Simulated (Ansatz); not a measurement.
Harmonic vibrations of FGaH₆O₂Si₂, SMILES `[F][Ga]([O][SiH3])[O][SiH3]` by finite differences.

```yaml
crystal:
  periodic: [false, false, false]
  atoms:
    - {symbol: F, position_ang: [-1.802212, 1.991783, 2.282376]}
    - {symbol: Ga, position_ang: [-0.917979, 1.013416, 1.161361]}
    - {symbol: O, position_ang: [-0.972647, -0.726797, 1.372559]}
    - {symbol: Si, position_ang: [-0.436585, -2.070559, 0.600946]}
    - {symbol: O, position_ang: [-0.025973, 1.827606, -0.110344]}
    - {symbol: Si, position_ang: [1.007038, 1.440114, -1.323250]}
    - {symbol: H, position_ang: [0.928294, -2.423315, 1.071592]}
    - {symbol: H, position_ang: [-1.369436, -3.185257, 0.897674]}
    - {symbol: H, position_ang: [-0.389910, -1.846440, -0.871013]}
    - {symbol: H, position_ang: [1.875917, 2.612438, -1.590491]}
    - {symbol: H, position_ang: [1.854488, 0.277044, -0.938607]}
    - {symbol: H, position_ang: [0.249016, 1.089976, -2.552814]}
basis:
  gaussian: {orbitals: def2-TZVP}
hamiltonian: {xc: pbe0, dispersion: d4}
phonons: {temperatures: {t_min: 298.15, t_max: 900, t_step: 200}}
```

```sh
$ ansatz run in.yaml --threads 4 --pin off --events-out ev --progress --plain --max-ram 11315MiB
```

It prints (some lines left out):

```
Functional definition: PBE0
mean field -75029.48281284 eV, -2757.2826365618 hartree, gradient 7.3e-5 eV, S^2 0.000000; 0 other end points of the search recorded, 0 dependent functions left out
mean field -75029.48277082 eV, -2757.2826350175 hartree, gradient 1.8e-6 eV, S^2 0.000000; 0 other end points of the search recorded, 0 dependent functions left out
mean field -75029.48280500 eV, -2757.2826362738 hartree, gradient 1.5e-6 eV, S^2 0.000000; 0 other end points of the search recorded, 0 dependent functions left out
mean field -75029.48279921 eV, -2757.2826360609 hartree, gradient 1.5e-6 eV, S^2 0.000000; 0 other end points of the search recorded, 0 dependent functions left out
mean field -75029.48276339 eV, -2757.2826347447 hartree, gradient 1.8e-6 eV, S^2 0.000000; 0 other end points of the search recorded, 0 dependent functions left out
mean field -75029.48279342 eV, -2757.2826358480 hartree, gradient 1.7e-6 eV, S^2 0.000000; 0 other end points of the search recorded, 0 dependent functions left out
mean field -75029.48275391 eV, -2757.2826343962 hartree, gradient 2.0e-6 eV, S^2 0.000000; 0 other end points of the search recorded, 0 dependent functions left out
mean field -75029.48273955 eV, -2757.2826338685 hartree, gradient 1.4e-6 eV, S^2 0.000000; 0 other end points of the search recorded, 0 dependent functions left out
mean field -75029.48277731 eV, -2757.2826352561 hartree, gradient 1.2e-6 eV, S^2 0.000000; 0 other end points of the search recorded, 0 dependent functions left out
mean field -75029.48271146 eV, -2757.2826328363 hartree, gradient 1.7e-6 eV, S^2 0.000000; 0 other end points of the search recorded, 0 dependent functions left out
mean field -75029.48266172 eV, -2757.2826310082 hartree, gradient 2.0e-6 eV, S^2 0.000000; 0 other end points of the search recorded, 0 dependent functions left out
mean field -75029.48275399 eV, -2757.2826343992 hartree, gradient 1.4e-6 eV, S^2 0.000000; 0 other end points of the search recorded, 0 dependent functions left out
mean field -75029.48269697 eV, -2757.2826323037 hartree, gradient 1.7e-6 eV, S^2 0.000000; 0 other end points of the search recorded, 0 dependent functions left out
mean field -75029.48278021 eV, -2757.2826353628 hartree, gradient 1.2e-6 eV, S^2 0.000000; 0 other end points of the search recorded, 0 dependent functions left out
mean field -75029.48280968 eV, -2757.2826364456 hartree, gradient 1.1e-6 eV, S^2 0.000000; 0 other end points of the search recorded, 0 dependent functions left out
mean field -75029.48263583 eV, -2757.2826300569 hartree, gradient 2.1e-6 eV, S^2 0.000000; 0 other end points of the search recorded, 0 dependent functions left out
mean field -75029.48268895 eV, -2757.2826320088 hartree, gradient 2.1e-6 eV, S^2 0.000000; 0 other end points of the search recorded, 0 dependent functions left out
mean field -75029.48280218 eV, -2757.2826361699 hartree, gradient 1.2e-6 eV, S^2 0.000000; 0 other end points of the search recorded, 0 dependent functions left out
mean field -75029.48276348 eV, -2757.2826347480 hartree, gradient 1.5e-6 eV, S^2 0.000000; 0 other end points of the search recorded, 0 dependent functions left out
mean field -75029.48270293 eV, -2757.2826325227 hartree, gradient 1.1e-6 eV, S^2 0.000000; 0 other end points of the search recorded, 0 dependent functions left out
mean field -75029.48272208 eV, -2757.2826332265 hartree, gradient 1.1e-6 eV, S^2 0.000000; 0 other end points of the search recorded, 0 dependent functions left out
mean field -75029.48262357 eV, -2757.2826296064 hartree, gradient 1.8e-6 eV, S^2 0.000000; 0 other end points of the search recorded, 0 dependent functions left out
mean field -75029.48276093 eV, -2757.2826346540 hartree, gradient 1.4e-6 eV, S^2 0.000000; 0 other end points of the search recorded, 0 dependent functions left out
mean field -75029.48272240 eV, -2757.2826332383 hartree, gradient 1.4e-6 eV, S^2 0.000000; 0 other end points of the search recorded, 0 dependent functions left out
mean field -75029.48270195 eV, -2757.2826324865 hartree, gradient 1.5e-6 eV, S^2 0.000000; 0 other end points of the search recorded, 0 dependent functions left out
mean field -75029.48275339 eV, -2757.2826343769 hartree, gradient 1.9e-6 eV, S^2 0.000000; 0 other end points of the search recorded, 0 dependent functions left out
mean field -75029.48274072 eV, -2757.2826339115 hartree, gradient 1.7e-6 eV, S^2 0.000000; 0 other end points of the search recorded, 0 dependent functions left out
mean field -75029.48281443 eV, -2757.2826366204 hartree, gradient 2.9e-6 eV, S^2 0.000000; 0 other end points of the search recorded, 0 dependent functions left out
mean field -75029.48274970 eV, -2757.2826342415 hartree, gradient 1.6e-6 eV, S^2 0.000000; 0 other end points of the search recorded, 0 dependent functions left out
mean field -75029.48269889 eV, -2757.2826323743 hartree, gradient 1.9e-6 eV, S^2 0.000000; 0 other end points of the search recorded, 0 dependent functions left out
mean field -75029.48272324 eV, -2757.2826332692 hartree, gradient 2.1e-6 eV, S^2 0.000000; 0 other end points of the search recorded, 0 dependent functions left out
mean field -75029.48274423 eV, -2757.2826340404 hartree, gradient 1.3e-6 eV, S^2 0.000000; 0 other end points of the search recorded, 0 dependent functions left out
mean field -75029.48266433 eV, -2757.2826311044 hartree, gradient 1.5e-6 eV, S^2 0.000000; 0 other end points of the search recorded, 0 dependent functions left out
mean field -75029.48275199 eV, -2757.2826343256 hartree, gradient 1.2e-6 eV, S^2 0.000000; 0 other end points of the search recorded, 0 dependent functions left out
mean field -75029.48267689 eV, -2757.2826315659 hartree, gradient 1.2e-6 eV, S^2 0.000000; 0 other end points of the search recorded, 0 dependent functions left out
mean field -75029.48265408 eV, -2757.2826307274 hartree, gradient 1.8e-6 eV, S^2 0.000000; 0 other end points of the search recorded, 0 dependent functions left out
mean field -75029.48274236 eV, -2757.2826339717 hartree, gradient 1.4e-6 eV, S^2 0.000000; 0 other end points of the search recorded, 0 dependent functions left out
mean field -75029.48276571 eV, -2757.2826348299 hartree, gradient 9.6e-7 eV, S^2 0.000000; 0 other end points of the search recorded, 0 dependent functions left out
mean field -75029.48276440 eV, -2757.2826347816 hartree, gradient 7.3e-7 eV, S^2 0.000000; 0 other end points of the search recorded, 0 dependent functions left out
mean field -75029.48279307 eV, -2757.2826358353 hartree, gradient 1.9e-6 eV, S^2 0.000000; 0 other end points of the search recorded, 0 dependent functions left out
mean field -75029.48281319 eV, -2757.2826365747 hartree, gradient 2.4e-6 eV, S^2 0.000000; 0 other end points of the search recorded, 0 dependent functions left out
mean field -75029.48280363 eV, -2757.2826362233 hartree, gradient 2.3e-6 eV, S^2 0.000000; 0 other end points of the search recorded, 0 dependent functions left out
mean field -75029.48279871 eV, -2757.2826360427 hartree, gradient 2.4e-6 eV, S^2 0.000000; 0 other end points of the search recorded, 0 dependent functions left out
mean field -75029.48278685 eV, -2757.2826356066 hartree, gradient 2.3e-6 eV, S^2 0.000000; 0 other end points of the search recorded, 0 dependent functions left out
mean field -75029.48278584 eV, -2757.2826355697 hartree, gradient 2.1e-6 eV, S^2 0.000000; 0 other end points of the search recorded, 0 dependent functions left out
mean field -75029.48277307 eV, -2757.2826351003 hartree, gradient 8.1e-7 eV, S^2 0.000000; 0 other end points of the search recorded, 0 dependent functions left out
mean field -75029.48278309 eV, -2757.2826354685 hartree, gradient 9.1e-7 eV, S^2 0.000000; 0 other end points of the search recorded, 0 dependent functions left out
mean field -75029.48280433 eV, -2757.2826362490 hartree, gradient 2.6e-6 eV, S^2 0.000000; 0 other end points of the search recorded, 0 dependent functions left out
mean field -75029.48280414 eV, -2757.2826362422 hartree, gradient 2.8e-6 eV, S^2 0.000000; 0 other end points of the search recorded, 0 dependent functions left out
mean field -75029.48280318 eV, -2757.2826362067 hartree, gradient 2.5e-6 eV, S^2 0.000000; 0 other end points of the search recorded, 0 dependent functions left out
mean field -75029.48280928 eV, -2757.2826364311 hartree, gradient 2.4e-6 eV, S^2 0.000000; 0 other end points of the search recorded, 0 dependent functions left out
mean field -75029.48278718 eV, -2757.2826356189 hartree, gradient 2.9e-6 eV, S^2 0.000000; 0 other end points of the search recorded, 0 dependent functions left out
mean field -75029.48282175 eV, -2757.2826368892 hartree, gradient 2.5e-6 eV, S^2 0.000000; 0 other end points of the search recorded, 0 dependent functions left out
mean field -75029.48276003 eV, -2757.2826346209 hartree, gradient 1.6e-6 eV, S^2 0.000000; 0 other end points of the search recorded, 0 dependent functions left out
mean field -75029.48275874 eV, -2757.2826345735 hartree, gradient 2.0e-6 eV, S^2 0.000000; 0 other end points of the search recorded, 0 dependent functions left out
mean field -75029.48279111 eV, -2757.2826357631 hartree, gradient 7.8e-7 eV, S^2 0.000000; 0 other end points of the search recorded, 0 dependent functions left out
mean field -75029.48278749 eV, -2757.2826356302 hartree, gradient 2.7e-6 eV, S^2 0.000000; 0 other end points of the search recorded, 0 dependent functions left out
mean field -75029.48277777 eV, -2757.2826352729 hartree, gradient 7.5e-7 eV, S^2 0.000000; 0 other end points of the search recorded, 0 dependent functions left out
mean field -75029.48277218 eV, -2757.2826350677 hartree, gradient 7.5e-7 eV, S^2 0.000000; 0 other end points of the search recorded, 0 dependent functions left out
mean field -75029.48279923 eV, -2757.2826360618 hartree, gradient 2.4e-6 eV, S^2 0.000000; 0 other end points of the search recorded, 0 dependent functions left out
mean field -75029.48280952 eV, -2757.2826364400 hartree, gradient 2.6e-6 eV, S^2 0.000000; 0 other end points of the search recorded, 0 dependent functions left out
mean field -75029.48280046 eV, -2757.2826361069 hartree, gradient 9.3e-7 eV, S^2 0.000000; 0 other end points of the search recorded, 0 dependent functions left out
mean field -75029.48278074 eV, -2757.2826353823 hartree, gradient 2.5e-6 eV, S^2 0.000000; 0 other end points of the search recorded, 0 dependent functions left out
mean field -75029.48278373 eV, -2757.2826354922 hartree, gradient 1.6e-6 eV, S^2 0.000000; 0 other end points of the search recorded, 0 dependent functions left out
mean field -75029.48277034 eV, -2757.2826349999 hartree, gradient 1.9e-6 eV, S^2 0.000000; 0 other end points of the search recorded, 0 dependent functions left out
mean field -75029.48279121 eV, -2757.2826357669 hartree, gradient 2.6e-6 eV, S^2 0.000000; 0 other end points of the search recorded, 0 dependent functions left out
mean field -75029.48281363 eV, -2757.2826365909 hartree, gradient 2.2e-6 eV, S^2 0.000000; 0 other end points of the search recorded, 0 dependent functions left out
mean field -75029.48279715 eV, -2757.2826359853 hartree, gradient 2.4e-6 eV, S^2 0.000000; 0 other end points of the search recorded, 0 dependent functions left out
mean field -75029.48278870 eV, -2757.2826356746 hartree, gradient 2.3e-6 eV, S^2 0.000000; 0 other end points of the search recorded, 0 dependent functions left out
mean field -75029.48280913 eV, -2757.2826364257 hartree, gradient 2.0e-6 eV, S^2 0.000000; 0 other end points of the search recorded, 0 dependent functions left out
mean field -75029.48279836 eV, -2757.2826360295 hartree, gradient 2.4e-6 eV, S^2 0.000000; 0 other end points of the search recorded, 0 dependent functions left out
mean field -75029.48276436 eV, -2757.2826347801 hartree, gradient 7.7e-7 eV, S^2 0.000000; 0 other end points of the search recorded, 0 dependent functions left out
mean field -75029.48278104 eV, -2757.2826353934 hartree, gradient 9.5e-7 eV, S^2 0.000000; 0 other end points of the search recorded, 0 dependent functions left out
Total energy: -75029.75340408 eV, -2757.2925806064 hartree
Atom 0 at    -1.802212     1.991783     2.282376 Å, force    -0.000297    -0.000075    -0.000402 eV/Å
Atom 1 at    -0.917979     1.013416     1.161361 Å, force     0.000262     0.001183     0.001490 eV/Å
Atom 2 at    -0.972647    -0.726797     1.372559 Å, force     0.000865     0.000354    -0.002224 eV/Å
Atom 3 at    -0.436585    -2.070559     0.600946 Å, force    -0.000770    -0.000615     0.000312 eV/Å
Atom 4 at    -0.025973     1.827606    -0.110344 Å, force    -0.000374    -0.002192     0.000240 eV/Å
Atom 5 at     1.007038     1.440114    -1.323250 Å, force     0.001491     0.000939     0.000552 eV/Å
Atom 6 at     0.928294    -2.423315     1.071592 Å, force    -0.000222     0.000678    -0.000304 eV/Å
Atom 7 at    -1.369436    -3.185257     0.897674 Å, force     0.000221     0.000306     0.000037 eV/Å
Atom 8 at    -0.389910    -1.846440    -0.871013 Å, force     0.000485     0.000168     0.000503 eV/Å
Atom 9 at     1.875917     2.612438    -1.590491 Å, force    -0.000590     0.000264    -0.000408 eV/Å
Atom 10 at     1.854488     0.277044    -0.938607 Å, force    -0.001084    -0.000717    -0.000505 eV/Å
Atom 11 at     0.249016     1.089976    -2.552814 Å, force     0.000013    -0.000292     0.000708 eV/Å
Dipole moment:     0.178500    -0.198341    -0.226851 e Å
Vibrations: 23.25 48.18 51.88 60.92 85.64 105.20 172.53 200.42 207.37 486.36 555.40 720.42 721.48 722.81 730.80 740.78 949.34 952.69 955.78 958.54 965.73 995.72 1031.65 1050.10 2204.00 2208.07 2224.71 2225.69 2239.84 2241.53 cm⁻¹, zero-point energy 1.663672 eV
```

Hardware: 4 threads of an Intel Xeon Platinum 8488C on a shared host. Wall time 4.4 min, peak host memory 0.97 GiB.
